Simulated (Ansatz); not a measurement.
Isolated molecules relaxed with PBE0-D4/def2-TZVP in Ansatz; ΔE leaves out vibrations. CCSD(T)/CBS adds triple-zeta CCSD(T) − MP2 to the extrapolated MP2 energy (def2 sets, frozen cores). This one scheme is used for every species. Functionals use def2-TZVPP. B3LYP here is the variant with VWN-RPA as its local correlation; programs differ in this. Each species was taken in one conformer, which may not be the lowest.

Consider the hydrogenolysis of a C–F bond: `FCC(F)OC(F)F` + H₂ → `FCOC(F)CF` + H–F.

```csv
level,ΔE (kJ/mol)
PBE-D4,-46.8
B3LYP-D4,-50.5
B2PLYP,-53.7
SCS-MP2/def2-TZVPP,-57.3
CCSD/def2-TZVPP,-57.0
SCS-MP2/def2-QZVPP,-61.0
HF/CBS(def2),-52.6
MP2/CBS(def2),-64.3
```

What does CCSD(T)/CBS give? (Estimate.)

The calculation gave: -60.3 kJ/mol. The listed levels differ from it by 13.5, 9.8, 6.6, 3.0, 3.3, -0.7, 7.7, -4.0 kJ/mol.

Largest T1 diagnostic among the species: 0.012.

From PBE to PBE0 (25 % exact exchange), in def2-TZVPP and without D4, ΔE moves by −3.7 kJ/mol.

CCSD(T)/CBS has its own doubt, a few kJ/mol and more with outer-core shells, so smaller differences from it don't rank the levels.
